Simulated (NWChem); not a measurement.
System: C2H6N anion

NWChem input:

```
start job
memory heap 200 mb stack 700 mb global 900 mb
charge -1
geometry units angstroms
  C     -1.285170     0.280484     0.082315
  C      0.102783    -0.448673    -0.249538
  N      1.267999     0.178700     0.109084
  H     -2.140511    -0.284534    -0.303515
  H     -1.288569     1.276568    -0.360484
  H     -1.395470     0.385588     1.162909
  H     -0.093466    -1.530087     0.183613
  H      0.102725    -0.590996    -1.350027
  H      1.284145     0.264346     1.144280
end
basis spherical
  * library def2-svpd
end
dft
  xc b3lyp
  iterations 150
end
driver
  maxiter 120
end
task dft optimize
task dft freq
```

The highest occupied level is positive, so the extra electron may be held by the finite basis. B3LYP is NWChem's, with the RPA form of VWN correlation.

The level has its own optimisation; frequencies are unscaled.

Question: What results follow from this input? (B3LYP/def2-SVPD.) Quantities: r C–C (Å); r C–N (Å); r H–N (Å); highest harmonic frequency (cm⁻¹); lowest (cm⁻¹); zero-point energy (kcal/mol).

Answer: 
```json
{
  "r C–C (Å)": "1.562",
  "r C–N (Å)": "1.416",
  "r H–N (Å)": "1.027",
  "highest harmonic frequency (cm⁻¹)": "3374",
  "lowest (cm⁻¹)": "264",
  "zero-point energy (kcal/mol)": "47.1"
}
```
